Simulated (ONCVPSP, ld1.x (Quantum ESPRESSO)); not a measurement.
## Potentials for Fe compared

Generated with ld1.x 7.5 (TM, RRKJ, ultrasoft, PAW), atompaw 4.2 or ONCVPSP 4.0.1. The cutoff is in Ry: for ld1.x and atompaw files where the sum of valence levels is converged to 10 mRy in a Bessel basis, for ONCV files where the hardest occupied wave has 1 mHa per electron of residual kinetic energy. The error is the largest all-electron minus pseudo excitation energy over each file’s own four to seven test configurations (ionisations up to +4, promotions, holes and added fractions of an electron), all of which were solved. The labels leave out finer settings (local radius, basis sizes, second energies), which also bear on the numbers. Spin-polarised tests are not counted. The rows are a selection from randomly drawn settings: files with unsolved tests, undetermined cutoffs or missed reference levels are left out.

A true bound ghost makes a file unfit for plane-wave use even where its test errors are small: the radial tests pick states by their node count and pass the ghost by.

```csv
potential,cutoff (Ry),largest error (meV),bound ghosts
"TM, LDA (PZ), scalar-relativistic, rc 1.80/2.65/1.65 (spd), local smoothed, core correction no, reference 3d6 4s0 4p0",100,-227,none
"ONCV, PBEsol, fully relativistic, rc 1.40/1.35/1.40/1.50 (spdf), local smoothed, core correction no, reference 3s2 3p6 3d6 4s1 4p1, qcut 7.4/11/10.7/6.6, projectors 2/2/2/1",91,-288,none
"ONCV, PBE, fully relativistic, rc 1.40/1.30/1.60 (spd), local smoothed, core correction yes, reference 3s2 3p6 3d6 4s1, qcut 10.3/9/8.7, projectors 2/3/2",67,+104,none
"PAW, LDA (PZ), non-relativistic, rc 2.65/2.35/1.55 (spd), local smoothed, core correction yes, reference 3d6 4s1.75 4p0.25",45,-110,none
"ONCV, PBE, scalar-relativistic, rc 1.60/1.25/0.90 (spd), local smoothed, core correction no, reference 3s2 3p6 3d6 4s2, qcut 6.8/13.6/11.8, projectors 2/2/3",361,-4.0,d
```

Question: Fill in the row for Fe: ONCV, PBEsol, fully relativistic, rc 1.50/1.00/1.15 (spd), local smoothed, core correction yes, reference 3s2 3p6 3d6 4s2, qcut 9.3/16.6/11.9, projectors 2/2/3.

Answer: cutoff 130 Ry, largest error +2.5 meV, bound ghosts: none.
